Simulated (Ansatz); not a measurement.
ClFH6Si3 (`F[SiH](Cl)[SiH2][SiH3]`), relaxed with RKS PBE0-D4/def2-TZVP in Ansatz from a PBE-D4/def2-SVP geometry. The force threshold is 0.005 eV/Å; the program also tests the step.

The species carries charge 0 and has multiplicity 1.

Start:

```xyz
11

F    -1.066   -0.160   -2.317
Si   -0.236    1.043   -1.572
Cl    1.100    1.861   -2.939
Si    0.940    0.111    0.231
Si   -0.530   -1.159    1.559
H    -1.229    2.105   -1.201
H     1.539    1.239    1.028
H     2.050   -0.746   -0.318
H    -1.035   -2.330    0.764
H    -1.700   -0.304    1.968
H     0.166   -1.659    2.796
```

By how much does the energy fall, and how many steps does the optimiser take? (Estimate.)

Ansatz gave: 5.73 kJ/mol, in 11 steps.

Which bonds change most? (Best estimate.)

The calculation gave: F1–Si2 from 1.641 to 1.598 Å; Si2–Cl3 from 2.078 to 2.048 Å; Si5–H10 from 1.506 to 1.487 Å; Si2–H6 from 1.500 to 1.482 Å.

Give the relaxed structure. (Best estimate.)

Ansatz gave: 
```xyz
11

F    -0.987   -0.147   -2.371
Si   -0.229    1.017   -1.580
Cl    1.068    1.917   -2.886
Si    0.932    0.094    0.225
Si   -0.531   -1.145    1.567
H    -1.248    2.026   -1.207
H     1.521    1.223    0.997
H     2.029   -0.761   -0.303
H    -1.082   -2.282    0.785
H    -1.651   -0.273    2.010
H     0.177   -1.670    2.764
```
